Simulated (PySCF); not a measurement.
# Structure revision by computed shifts

A compound C$_{7}$H$_{10}$O$_{2}$Si gives the data below (simulated from a calculation) and was assigned the structure `C=CC1=CC=C(CO)O[SiH2]1`.

13C{1H} NMR (computed): δ 150.0 (C), 142.1 (C), 141.1 (CH, 2C), 134.3 (CH, 2C), 72.2 (CH2).

1H NMR (600 MHz, computed): δ 7.97 (d, 2H), 7.75 (d, 2H), 5.41 (s, 2H), 4.82 (s, 2H), 1.16 (br s, 1H), 0.28 (br s, 1H).

Method: geometry: GFN2-xTB, shieldings: GIAO PBE0/pcSseg-1, in PySCF (non-relativistic, no solvent, one conformer, averaged over atoms made equivalent by symmetry, fast rotation or ring inversion).

References, each an isolated molecule treated in the same way: 1H (31.72 ppm), 13C (186.93 ppm) vs TMS.

Q: Compare with the shifts computed for the proposed structure, pairing carbons in order of shift.

A: Numbering as in the mapped SMILES `[CH2:1]=[CH:2][C:3]1=[CH:4][CH:5]=[C:6]([CH2:7][OH:8])[O:9][SiH2:10]1`; H(Xn) means a hydrogen on atom n.

```csv
atom,computed for proposal,given list,difference
C6,165.7,150.0,+15.7
C2,149.9,142.1,+7.8
C4,148.8,141.1,+7.7
C3,126.3,141.1,-14.8
C1,119.1,134.3,-15.2
C5,103.1,134.3,-31.2
C7,68.0,72.2,-4.2
```

The rms difference is 16.1 ppm and the largest -31.2 ppm at C5 (β carbon of an enol-ether or enamine type C=C). The proposal also would give 7 carbon signals, not 5. The carbon types in order of shift don't match either: C, CH, CH, C, CH2, CH, CH2 for the proposal against C, C, CH, CH, CH, CH, CH2 in the data. The proposal doesn't fit.

Q: Which isomer fits?

A: `InChI=1S/C7H10O2Si/c8-5-6-1-3-7(10-9)4-2-6/h1-4,8-9H,5,10H2`.

Carbon types of the structure: 2 × C, 4 × CH, 1 × CH2, leaving 4 H on heteroatoms. δC 150.0, 142.1: substituted aromatic carbon. δC 141.1, 134.3: aromatic CH. δC 72.2: sp3 CH2 bonded to O, on an aromatic ring; the inductive effect lowers its shielding. δH 7.97, 7.75: hydrogen on an aromatic CH; it sits in the deshielding region of the aromatic ring current.

This is the structure that produced the data.

OH/NH shifts are gas-phase values; hydrogen bonding in solution moves them, usually downfield. Shifts are as computed. Against solution values, carbons near 30 ppm lie about +3 ppm off and those near 130 ppm about +5 ppm. Of 1309 compounds with measured shifts, 239 miss one by over three times the rms of a fit or turn the order of signals round; such compounds aren't used in these exercises. No couplings were computed; multiplicities are counted from neighbouring protons, with m where these are inequivalent, close in shift, in a saturated or five-membered ring or joined by F or P, and br s for small geminal =CH2 splittings.
